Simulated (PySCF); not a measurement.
C4H10OSi, SMILES C[SiH2]C1COC1. Atoms are numbered in the order given.

```xyz
16

C      2.6449     0.0728    -0.2595
Si     1.1108    -0.4297     0.7017
C     -0.4164    -0.4096    -0.4036
C     -1.7983    -0.5146     0.2713
O     -2.1909     0.7663    -0.2074
C     -0.9440     0.9658    -0.8601
H      2.8399    -0.6294    -1.0848
H      2.5240     1.0798    -0.6887
H      3.5324     0.0874     0.3913
H      1.2847    -1.8004     1.2810
H      0.8711     0.5253     1.8311
H     -0.2893    -1.1192    -1.2361
H     -2.4473    -1.3257    -0.1055
H     -1.7982    -0.5611     1.3769
H     -1.0515     1.0926    -1.9528
H     -0.4069     1.8498    -0.4648
```

Geometry optimised at PBE0-D3(BJ)/def2-SVP. The structure was generated by enumeration, and PubChem lists no compound with its InChIKey, so it may never have been made. Other conformers were not sampled.

Two levels are set side by side: PBE/pcSseg-1 (PySCF) and B3LYP/pcSseg-1 (PySCF). GIAO shifts against H2O (¹⁷O), TMS (²⁹Si), TMS (¹H), TMS (¹³C) at the same level; non-relativistic, no solvent, atoms listed together averaged. Differences are taken from unrounded values.

```
quantity                B3LYP    PBE  PBE minus B3LYP
----------------------  -----  -----  ---------------
δ(¹³C) of C1 (ppm)       -6.6   -7.2             -0.6
δ(²⁹Si) of Si2 (ppm)    -31.8  -33.0             -1.2
δ(¹³C) of C3 (ppm)       22.4   22.2             -0.2
δ(¹³C) of C4, C6 (ppm)   79.0   80.6              1.6
δ(¹⁷O) of O5 (ppm)       23.3   27.7              4.4
δ(¹H) of H12 (ppm)       2.67   2.85             0.18
```

Rough cost on one machine, each run with all the roots and properties that it gave: B3LYP against PBE within a factor of 2.
